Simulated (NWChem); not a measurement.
Atomisation of disiloxane (H6OSi2)

SMILES: [SiH3]O[SiH3]
```xyz
9

Si     0.2461    -1.5761     0.0031
O      0.4229     0.0868    -0.0230
Si    -0.3945     1.5457     0.0058
H      0.2309    -2.0760     1.4227
H     -1.0383    -1.9828    -0.6730
H      1.4084    -2.1870    -0.7250
H      0.4552     2.5764    -0.6797
H     -0.6468     1.9751     1.4262
H     -1.7148     1.4267    -0.7114
```
Charge 0, spin multiplicity 1.

Everything below was run with NWChem. All single points use one geometry, from PBE/def2-SVP, a minimum by its harmonic frequencies.

Basis set: def2-TZVP. The atomisation energy is electronic alone: no zero-point, thermal, spin-orbit or counterpoise terms. No value is extrapolated to the basis-set limit. Free atoms are single determinants with multiplicities Si 3, O 3, H 2.

B3LYP has NWChem's definition, with VWN1-RPA local correlation. The stability of the SCF solutions was not checked. Open-shell Hartree-Fock references start from PBE0 orbitals.

Problem. For the atomisation energy, B3LYP gives 687.4 kcal/mol and PBE0 gives 675.7 kcal/mol. What do PBE, HF, BP86 give?

Solution. PBE: 679.3 kcal/mol; HF: 530.0 kcal/mol; BP86: 697.2 kcal/mol.
